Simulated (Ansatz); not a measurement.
Cartesian coordinates in Å:
```
C -1.290 0.277 -1.268
O -0.820 -0.236 -0.054
Al 0.656 -0.194 0.742
O 0.845 -0.954 2.239
O 1.958 0.615 0.034
H -0.519 0.829 -1.817
H -2.131 0.955 -1.087
H -1.647 -0.538 -1.906
H 0.130 -1.420 2.669
H 2.818 0.667 0.448
```

Total charge 0; spin multiplicity 1.

(1) List the CAM-B3LYP/def2-TZVPP orbital energies in eV (Ansatz). (An estimate is asked.)

Results:

(1) Computed: Occupied: -1526.13, -522.01, -522.00, -521.92, -279.86, -114.20, -74.93, -74.77, -74.77, -29.19, -28.73, -28.55, -20.37, -15.96, -15.27, -14.53, -13.95, -13.80, -11.27, -11.24, -11.13, -10.54, -9.85, -9.56. Lowest empty: 0.48, 1.82, 2.24, 2.41, 3.18, 4.05, 4.31, 4.47.
